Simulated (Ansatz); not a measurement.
trans-CoF2(H2O)4 (CoO4F2H8). Total charge 0; quartet. Geometry PBE-D4/def2-SVP.

```tsv
atom	x (Å)	y (Å)	z (Å)
Co1	0.000	0.002	0.001
F2	-0.858	-1.756	-0.399
F3	0.860	1.759	0.396
O4	-1.596	-0.357	1.485
O5	1.596	0.353	-1.484
O6	-1.405	1.525	-0.629
O7	1.405	-1.521	0.633
H8	-1.245	-0.683	2.335
H9	-1.610	-1.172	0.875
H10	1.608	1.173	-0.883
H11	1.243	0.668	-2.338
H12	-0.674	2.076	-0.214
H13	-2.053	1.409	0.097
H14	2.054	-1.406	-0.092
H15	0.675	-2.072	0.216
```

At HF/STO-3G the charge 0 quartet is spin-contaminated (final ⟨S²⟩ up to 4.73, 3.75 for a pure state). At HF/STO-3G the highest occupied level of the charge 0 quartet lies above zero (up to 1.15 eV). In Hartree–Fock with STO-3G the lack of diffuse functions raises the level. No other spin state of charge 0 was run. Another isomer (quartet) lies 0.16 eV lower at PBE-D4/def2-SVP; other spin states weren't run for this one.

(1) Estimate the α-spin orbital energies around the gap (eV) in Ansatz with HF/STO-3G, HF/def2-TZVP, PBE-D4/def2-TZVP, PBE0-D4/def2-SVP, PBE0-D4/def2-TZVP.

Results:

(1) 
```tsv
orbital	HF/STO-3G	HF/def2-TZVP	PBE-D4/def2-TZVP	PBE0-D4/def2-SVP	PBE0-D4/def2-TZVP
HOMO−13	-14.34	-17.62	-9.52	-11.75	-12.17
HOMO−12	-14.09	-17.23	-9.45	-11.48	-11.96
HOMO−11	-13.93	-17.09	-9.00	-10.57	-11.02
HOMO−10	-13.69	-16.87	-8.89	-10.53	-10.94
HOMO−9	-13.01	-16.42	-8.56	-10.44	-10.81
HOMO−8	-12.49	-15.96	-8.44	-10.00	-10.48
HOMO−7	-12.27	-15.69	-8.20	-9.95	-10.46
HOMO−6	-10.62	-15.52	-7.93	-9.68	-10.18
HOMO−5	-9.05	-14.90	-7.81	-9.34	-9.79
HOMO−4	-8.64	-14.78	-7.44	-9.23	-9.69
HOMO−3	-8.55	-14.71	-6.60	-8.95	-9.47
HOMO−2	-8.48	-14.62	-6.44	-8.89	-9.40
HOMO−1	-8.34	-14.08	-6.03	-8.24	-8.66
HOMO	-7.33	-13.76	-5.64	-7.72	-8.22
LUMO	9.26	2.46	-1.09	0.03	-0.26
LUMO+1	9.60	3.59	-0.06	1.52	0.83
LUMO+2	12.18	4.44	0.58	2.30	1.51
LUMO+3	14.49	4.80	1.13	2.90	2.06
LUMO+4	16.61	5.92	2.10	3.93	3.08
LUMO+5	16.70	6.17	2.16	4.07	3.14
β HOMO	1.15	-14.23	-5.07	-7.48	-7.98
β LUMO	8.22	2.43	-4.18	-1.29	-1.87
```
